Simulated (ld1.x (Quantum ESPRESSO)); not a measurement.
**What the settings do to the TM potential of aluminium**

Base potential:

aluminium, norm-conserving Troullier–Martins (Kleinman–Bylander form), made with ld1.x (Quantum ESPRESSO) 7.5 (BLYP, scalar-relativistic). Core [Ne], reference 3s2 3p1. Waves: 3s (bound): rc 2.20 bohr; 3p (bound): rc 2.25 bohr. Local part: all-electron potential smoothed inside 2.10 bohr (lloc = -1). Core correction: a·sin(br)/r model core inside 1.20 bohr.

Cutoffs, loose and tight: the cutoffs (Ry, on a coarse ladder) from which the occupation-weighted sum of valence levels, in a spherical-Bessel basis at the reference potential, stays within 10 and 1 mRy of its value at 400 Ry. They do not see the model core or the augmentation charge, which bear on the density cutoff. Test errors are all-electron minus pseudo excitation energies from the reference, over the configurations 3s2 3p0; 3s1 3p0; 3s2 3p0.5; 3s2 3p1.3; 3s1 3p2; 3s0 3p3; 3s1 3p1. A dash means not determined; rows that change the core or the reference have their own tests.

```tsv
change	outcome	cutoff, loose	cutoff, tight	bound ghosts	largest test error (meV)
base	generated	10 Ry	25 Ry	none	+19
all radii but the core radius scaled by about 0.77 (s 1.70, p 1.74 bohr); local potential all-electron potential smoothed inside 1.62 bohr (lloc = -1)	generated	12 Ry	35 Ry	none	+22
all radii but the core radius scaled by about 0.84 (s 1.84, p 1.88 bohr); local potential all-electron potential smoothed inside 1.74 bohr (lloc = -1)	generated	10 Ry	30 Ry	none	+20
all radii but the core radius scaled by about 0.95 (s 2.08, p 2.14 bohr); local potential all-electron potential smoothed inside 2.00 bohr (lloc = -1)	generated	10 Ry	30 Ry	none	+19
all radii but the core radius scaled by about 1.30 (s 2.86, p 2.92 bohr); local potential all-electron potential smoothed inside 2.74 bohr (lloc = -1)	generated	6 Ry	15 Ry	none	-76
```

(1) What comes out with this change to the base: all radii but the core radius scaled by about 1.11 (s 2.44, p 2.48 bohr); local potential all-electron potential smoothed inside 2.32 bohr (lloc = -1)?

(2) What comes out with this change to the base: all radii but the core radius scaled by about 1.38 (s 3.04, p 3.10 bohr); local potential all-electron potential smoothed inside 2.90 bohr (lloc = -1)?

(3) What comes out with this change to the base: all radii but the core radius scaled by about 1.23 (s 2.70, p 2.76 bohr); local potential all-electron potential smoothed inside 2.56 bohr (lloc = -1)?

Results:

(1) outcome: generated; cutoff, loose: 8 Ry; cutoff, tight: 21 Ry; bound ghosts: none; largest test error (meV): -26.

(2) outcome: generated; cutoff, loose: 6 Ry; cutoff, tight: 12 Ry; bound ghosts: none; largest test error (meV): -95.

(3) outcome: generated; cutoff, loose: 8 Ry; cutoff, tight: 18 Ry; bound ghosts: none; largest test error (meV): -49.

Reading the sweep of the scale of all radii but the core radius (base = 1) (base included, trends over the rows without a ghost): The loose cutoff falls from 12 Ry at 0.77 to 6 Ry at 1.38. A larger radius leaves more room for a smooth pseudo-wave, so fewer plane waves are needed; a smaller one forces it to follow the all-electron wave where it bends sharply. The median size of the test errors (rows with all tests solved) rises from 2.6 meV at 0.77 to 6.4 meV at 1.38, with one reversal. More of the atom is replaced by a form fitted at one configuration, so other configurations suffer as the radius grows.
